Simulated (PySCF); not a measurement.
Compound: C6H13N.
Z-matrix (Å and degrees, PBE0-D3(BJ)/def2-SVP geometry), rows numbered from 1:
```
C 
N   1  1.4419
C   2  1.4434  1  114.75
C   3  1.5298  2  113.93  1   -70.27
C   4  1.5352  3  104.65  2  -160.94
C   5  1.5485  4  105.78  3    23.13
C   3  1.5256  2  112.50  1   174.24
H   1  1.1003  2  110.00  3  -176.39
H   1  1.1129  2  114.47  3   -54.73
H   1  1.1013  2  110.25  3    65.98
H   2  1.0170  1  109.73  3   123.31
H   3  1.1178  2  111.85  1    52.17
H   4  1.1003  3  113.57  2    75.68
H   4  1.1030  3  107.20  2   -42.76
H   5  1.1009  4  110.76  3   -96.57
H   5  1.1000  4  111.45  3   145.47
H   6  1.1000  5  112.58  4   124.42
H   6  1.1011  5  110.36  4  -117.01
H   7  1.1031  3  107.37  2    45.26
H   7  1.1018  3  113.11  2   -73.04
```

Linear response at PBE0/def2-SVPD (PySCF, frozen core in the response, non-relativistic).

Static isotropic polarisability: 79.97 au (11.85 Å³), principal values 70.6, 77.9, 91.4 au.

(1) What is the polarisability at 1064 nm and at the sodium D line?

(2) What is the isotropic C6 coefficient between two such molecules, C6 = (3/π)∫α(iω)² dω?

(3) Which effective excitation energy ω̄ makes London's formula C6 = (3/4)α²ω̄ exact here?

(4) How anisotropic is the static polarisability, by Δα² = ½[(α1 − α2)² + (α2 − α3)² + (α3 − α1)²]?

(5) What n − 1 at the D line would an ideal gas of it have at 273.15 K and 1 atm (2.6868 × 10¹⁹ cm⁻³), by n − 1 = 2π·N·α′?

(6) What molar refraction at the D line follows from R = (4π/3)·N_A·α′, with α′ the polarisability volume?

(7) The lowest 6 singlets have (eV, f): 5.93, 0.006; 6.50, 0.005; 6.69, 0.015; 6.79, 0.062; 7.39, 0.012; 7.57, 0.006. What share of the static polarisability do they carry in the sum over states α = Σ f/ω²?

(8) How many electrons N does the Slater–Kirkwood formula C6 = (3/4)·√N·α^(3/2) need to give this C6?

(9) What three-body coefficient follows from the one-pole estimate C9 = (3/4)·α·C6?

Results:

(1) 80.52 au at 1064 nm (+0.7 %), 81.81 au at 589.3 nm (+2.3 %). The rise at 589.3 nm is 3.34 times that at 1064 nm; a pure ω² law gives 3.26. The lowest singlet lies at 209 nm, shorter than both wavelengths.

(2) 2850 au (Eh·bohr⁶) by a ten-point quadrature over imaginary frequencies, which is 1700 eV·Å⁶ or 164 J·nm⁶/mol.

(3) ω̄ = 4·C6/(3α²) = 0.594 Eh = 16.2 eV. A one-pole form α(ω) = α/(1 − ω²/ω̄²) fitted to the 1064 nm value gives 14.1 eV.

(4) Δα = 18.3 au, or 0.23 of the isotropic value.

(5) 20.47 × 10⁻⁴, a formal value whether or not that pressure can be reached.

(6) α′ = 12.12 Å³ gives R = 30.58 cm³/mol, for isolated, non-vibrating species.

(7) 1.71 au, 2.1 % of α; the largest term, 1.00 au, is that of the state at 6.79 eV. Their oscillator strengths add up to 0.11. Higher states carry the rest.

(8) N = (4·C6/3)²/α³ = 28.2; the species has 56 electrons in all.

(9) 171000 au. This is an estimate from the two numbers above, not a computed integral.

Rough CPU time on one thread of a shared machine: about 1.9 min. This is the whole response run at PBE0/def2-SVPD, SCF included.

One conformer stands for the species.
